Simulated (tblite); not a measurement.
Species: GeH3PH2, GeH5P.
SMILES: `[PH2][GeH3]`

Method: GFN2-xTB as coded in tblite; computed harmonic values from a numerical Hessian at the method's own geometry, unscaled. Errors from tens to a few hundred cm⁻¹ against measured bands are possible. Modes of hydrogen on germanium and phosphorus can be 10 to 20 % off.

Harmonic wavenumbers (cm⁻¹): 120.6, 375.0, 398.5, 404.4, 716.2, 724.3, 783.4, 868.7, 869.2, 1122.0, 1928.6, 2018.1, 2041.7, 2258.2, 2320.4.

A = 52960, B = 3909, C = 3901 MHz; mass 109.934 u (most abundant isotopes); point group Cs, symmetry number 1.

What is the zero-point energy?

½Σν̃ = 8475 cm⁻¹ = 24.23 kcal/mol.

What is S at 200 K and 1 bar for an ideal gas of classical rigid rotors and harmonic oscillators?

Translation 38.04, rotation 22.31, vibration 4.01: S = 64.4 cal/(mol K).

And Cp and H(200 K) − H(0)?

Cp = 14.18 cal/(mol K), of which vibrations give 6.23 (their classical limit is 15 R = 29.8); H(200 K) − H(0) = 2.09 kcal/mol without the zero-point energy, 0.50 from vibrations.

What must be added to the electronic energy to get the Gibbs energy at 200 K and 1 bar?

ZPE + [H(200 K) − H(0)] − T·S = 24.23 + 2.09 − 12.87 = 13.45 kcal/mol.

Blend soft modes into free rotors: weight 1/[1 + (100 cm⁻¹/ν̃)⁴] for the oscillator and the rest for a rotor with moment μB/(μ + B), μ = h/(8π²ν), B = 10⁻⁴⁴ kg m². What vibrational entropy results?

4.00 cal/(mol K) in place of 4.01, which changes −T·S at 200 K by 0.00 kcal/mol.

How do the functions run with temperature in this model?

```tsv
T (K)	S (cal/(mol K))	Cp (cal/(mol K))	H − H(0) (kcal/mol)	G − H(0) (kcal/mol)	ln q(vib)
100	56.1	10.2	0.88	-4.73	0.20
300	70.9	18.1	3.71	-17.55	1.44
500	81.5	23.6	7.92	-32.83	3.00
800	93.8	28.9	15.86	-59.21	5.33
1000	100.5	31.1	21.87	-78.66	6.78
```

q(vib) and H(0) count from the zero-point level.

Hindered rotation and anharmonicity are outside this model.

Hardware: an Arm Neoverse N1 with one thread, shared host with 64 logical CPUs at a one-minute load of 60. Cost: 0.14 s. The figure is for the frequency step alone.
